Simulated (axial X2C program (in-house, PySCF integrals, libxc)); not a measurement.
**Low determinants of OsH⁺ at the PBE0 level, two-component**

Calculated with an axial X2C code built on PySCF integrals. Two-component (2c) means X2C with spin–orbit coupling and atomic mean-field two-electron Coulomb and Gaunt terms. Basis: Os dyall-cv3z [13s14p9d6f4g], H dyall-v3z [6s2p1d] (cores contracted in-house); Gaussian nuclei, density fitting, unrestricted open shells. Masses: Os 191.961 u, H 1.008 u.

Search at 1.610 Å (vertical energies from the lowest determinant):

| ΔE (eV) | state | electrons beyond evenly filled partner blocks | electrons in ±ω = 1/2, 3/2, 5/2, 7/2 |
| --- | --- | --- | --- |
| 0.00 | Ω = 3 | ω = 1/2, ω = 5/2 | 43 22 9 2 |
| 0.18 | Ω = 4 | ω = 3/2, ω = 5/2 | 42 23 9 2 |
| 0.38 | Ω = 1 | ω = -3/2, ω = 5/2 | 42 23 9 2 |
| 0.76 | Ω = 2 | ω = -1/2, ω = 5/2 | 43 22 9 2 |
| 1.27 | Ω = 0 | ω = -1/2, 2 × ω = 3/2, ω = -5/2 | 43 22 9 2 |
| 1.36 | Ω = 2 | ω = 1/2, ω = 3/2 | 43 23 8 2 |
| 1.40 | Ω = 2 | 2 × ω = 1/2, ω = -3/2, ω = 5/2 | 42 23 9 2 |

Lowest determinant, Ω = 3 (⟨Sz⟩ = 1.93, ⟨Lz⟩ = 1.07 at PBE0): Re = 1.591 Å, ωe = 2220.7 cm⁻¹.

The determinant in row 2 of the search, Ω = 4 (⟨Sz⟩ = 1.91, ⟨Lz⟩ = 2.09 at PBE0), was followed along the bond at PBE0; measured from the minimum of the lowest determinant it gives:

Te = 0.180 eV (1450 cm⁻¹), Re = 1.616 Å, ωe = 2137.4 cm⁻¹.

Question: Compare the bond of the determinant in row 2 with that of the lowest one.

Answer: At PBE0 its Re is 0.025 Å longer and its force constant, which goes as ωe², is 0.93 times that of the lowest determinant. T0 ≈ Te + Δωe/2 = 1450 + (-42) = 1408 cm⁻¹.

The search compares states at one distance, so a state with another bond length can lie lower; it is not exhaustive and yields mostly the lowest determinant of each block pattern, so other components and higher states of one pattern are missing. These are energies of single determinants, not of spin-adapted states; PBE0 term energies can be off by some tenths of an eV, and the functional has no current term. Open-shell Ω = 0 determinants with evenly filled partner blocks cannot be reached by this program, so the Ω shown need not be the lowest component. The lowest determinant need not be the ground state where others lie within half an eV.
